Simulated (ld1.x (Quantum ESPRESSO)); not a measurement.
**selenium: variants of one TM potential**

Base potential:

ld1.x (Quantum ESPRESSO) 7.5 input, shortened:

```
&input
   title='Se', zed=34., rel=1, dft='REVPBE', iswitch=3,
   config='[Ar] 3d10 4s2 4p2'
 /
 &inputp
   pseudotype=2, tm=.true., lloc=-1, rcloc=1.15,
   nlcc=.false.
 /
3
4S  1  0   2.00   0.00  1.40  1.40  0.0
4P  2  1   2.00   0.00  1.70  1.70  0.0
3D  3  2  10.00   0.00  1.15  1.15  0.0
 &test
   configts(1)='3d10 4s2 4p2'
 /
```

Cutoffs, loose and tight: the cutoffs (Ry, on a coarse ladder) from which the occupation-weighted sum of valence levels, in a spherical-Bessel basis at the reference potential, stays within 10 and 1 mRy of its value at 400 Ry. They do not see the model core or the augmentation charge, which bear on the density cutoff. Test errors are all-electron minus pseudo excitation energies from the reference, over the configurations 3d10 4s2 4p4; 3d10 4s2 4p3; 3d10 4s2 4p1; 3d10 4s0 4p6; 3d9 4s2 4p4; 3d9 4s2 4p5; 3d10 4s1 4p5. A dash means not determined; rows that change the core or the reference have their own tests. The largest error is taken over the tests solved by every variant that gives reliable tests at all: 3d10 4s0 4p6; 3d10 4s1 4p5; 3d10 4s2 4p1; 3d10 4s2 4p3; 3d10 4s2 4p4.

A true bound ghost makes a file unfit for plane-wave use even where its test errors are small: the radial tests pick states by their node count and pass the ghost by. Where a test does run into it, the solver fails or the error is huge.

```tsv
change	outcome	cutoff, loose	cutoff, tight	bound ghosts	largest test error (meV)
base	generated	230 Ry	over 300 Ry	s	+12
all radii scaled by about 0.85 (s 1.18, p 1.44, d 0.98 bohr); local potential all-electron potential smoothed inside 0.98 bohr (lloc = -1)	generated	300 Ry	over 300 Ry	s	+25
local potential the d channel	generated	230 Ry	over 300 Ry	s, p	+10
wave 4s (bound): rc 1.40 bohr becomes 4s (bound): rc 1.70 bohr	generated	230 Ry	over 300 Ry	s	+11
functional PBE	generated	230 Ry	over 300 Ry	s	+14
non-relativistic	generated	230 Ry	over 300 Ry	s	+9.5
type RRKJ; local potential the s channel; rho0 0.02	generated	180 Ry	260 Ry	none	-29
wave 4p (bound): rc 1.70 bohr becomes 4p (bound): rc 2.48 bohr	generated	230 Ry	over 300 Ry	s	+18
local potential all-electron potential smoothed inside 1.80 bohr (lloc = -1)	generated	230 Ry	over 300 Ry	none	+16
core [Ne] 3s2, valence charge 22; reference 3p6 3d10 4s2 4p3.5; waves now 3p (bound): rc 0.60 bohr; 3d (bound): rc 0.85 bohr; 4s (bound): rc 1.15 bohr; local potential the s channel	generated, misses its reference levels by 2.92 eV	over 300 Ry	over 300 Ry	none	-7868
```

**Question.** What comes out with this change to the base: wave 3d (bound): rc 1.15 bohr becomes 3d (bound): rc 1.66 bohr?

**Answer.** outcome: generated; cutoff, loose: 160 Ry; cutoff, tight: 230 Ry; bound ghosts: s; largest test error (meV): +13.

**Question.** What comes out with this change to the base: all radii scaled by about 1.27 (s 1.78, p 2.16, d 1.46 bohr); local potential all-electron potential smoothed inside 1.46 bohr (lloc = -1)?

**Answer.** outcome: generated; cutoff, loose: 200 Ry; cutoff, tight: 300 Ry; bound ghosts: none; largest test error (meV): +21.
